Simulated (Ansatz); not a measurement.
Reaction (ligand exchange at the Si–C bond): `C/C([SiH3])=N\[SiH3]` + `CB(O)F` → `CB(F)O[SiH3]` + `C/C=N\[SiH3]`

Calculated with Ansatz (gas phase, PBE0-D4/def2-TZVP geometries, no zero-point term in ΔE). CCSD(T)/CBS is the MP2 limit (def2-TZVPP, def2-QZVPP) plus CCSD(T) − MP2 in def2-TZVPP, frozen cores. Double bonds are as drawn, so ΔE can hold a change between cis and trans. Functionals use def2-TZVPP. B3LYP here is the variant with VWN-RPA as its local correlation; programs differ in this. Each species was taken in one conformer, which may not be the lowest.

CCSD(T)/CBS gives -1.05 eV.

(1) Another level gave -1.03 eV. Which?
A. PBE-D4/def2-TZVPP
B. r2SCAN/def2-TZVPP
C. PBE0/def2-TZVPP
D. B3LYP/def2-TZVPP

Largest T1 diagnostic among the species: 0.013.

## Answers

(1) B. r2SCAN -1.03, B3LYP -1.09, PBE-D4 -0.86, PBE0 -0.98 eV.

In def2-TZVPP, CCSD(T) changes the Hartree–Fock value by +0.29 eV (the triples alone add +0.05 eV) and MP2 by +0.27 eV. The D4 term adds +0.05 eV with B3LYP and +0.03 eV with PBE0; it sums over pairs of atoms, weighted by their polarisabilities, and B3LYP, whose exchange is more repulsive, gets the larger term.
